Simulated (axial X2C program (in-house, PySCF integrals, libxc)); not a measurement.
# SBr: a run with one poor setting

All values were computed with an axial X2C code built on PySCF integrals. Two-component (2c) means X2C with spin–orbit coupling and atomic mean-field two-electron Coulomb and Gaunt terms. Basis: Br dyall-v3z [8s9p6d1f], S dyall-v3z [8s7p2d1f] (cores contracted in-house); Gaussian nuclei, density fitting, unrestricted open shells. Masses: Br 78.918 u, S 31.972 u.

One setting of this run was spoiled on purpose, so its numbers are not properties of SBr. Level: PBE0, with spin–orbit coupling; state Ω = 3/2 (⟨Sz⟩ = 0.50, ⟨Lz⟩ = 1.00 at PBE0).

| R (Å) | E − E(lowest point) (eV) | SCF iterations |
| --- | --- | --- |
| 1.851 | not converged | 6 |
| 1.937 | not converged | 6 |
| 2.000 | not converged | 6 |
| 2.064 | not converged | 6 |
| 2.128 | not converged | 6 |
| 2.203 | not converged | 6 |
| 2.277 | not converged | 6 |
| 2.373 | not converged | 6 |
| 2.490 | not converged | 6 |
| 2.660 | not converged | 6 |

Output at the reference distance (the second, level-shifted attempt; the first did not converge):

```
two-component X2C + atomic mean field  PBE0
basis functions 118  fitting functions 768  grid points 5081
iter        total energy     max residual
   1      -3003.932677304     1.26e+00
   2      -3004.222505251     2.90e-02
   3      -3004.224187165     3.57e-03
NOT converged
one-electron -4449.17947310  Coulomb 1425.00629656  exact exchange -29.04316082  xc functional -89.21158148  nuclear repulsion 139.25716077  atomic mean-field constant -1.05342909
```

Problem. Which setting was spoiled?
A. virtual space cut too low
B. density fitting set too sparse
C. too few iterations allowed
D. an excited determinant was followed
E. integration grid too coarse

Solution. C. Too few iterations allowed: 3 iterations an attempt, two attempts.
